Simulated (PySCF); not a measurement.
The free ion Nb+ in its d4 configuration. Only this configuration is treated; at so low a charge one with s electrons may lie lower or mix in.

Method (PySCF 2.14, density fitting): CASSCF(4,5) with orbitals averaged over all microstates of the shell, strongly contracted NEVPT2 on the averaged canonical orbitals; basis x2c-TZVPall; spin-free X2C; gas phase; spin-orbit coupling by state interaction with the mean-field operator over all roots.

Question: What is the ground state?

Answer: 5D (S = 2, orbital degeneracy 5), by NEVPT2.

Question: Which is the lowest state of another spin?

Answer: 3P at 11047 cm⁻¹ by NEVPT2; CASSCF alone puts it at 13876 cm⁻¹ above the same ground state.

Question: What are the magnetic parameters?

Answer: The lowest spin-orbit level is 1-fold with J = 0; the next lies at 142.2 cm⁻¹. μeff is 3.38 μB at 300 K and 0.77 μB at 10 K; the free-ion value g_J√(J(J+1)) for the Hund's-rule level J = 0 is 0.00 μB.

The job took 7.5 s on one thread of Arm Neoverse V1 (shared host), with 63 basis functions, launched as `OMP_NUM_THREADS=1 python lf_run.py task.json out`.
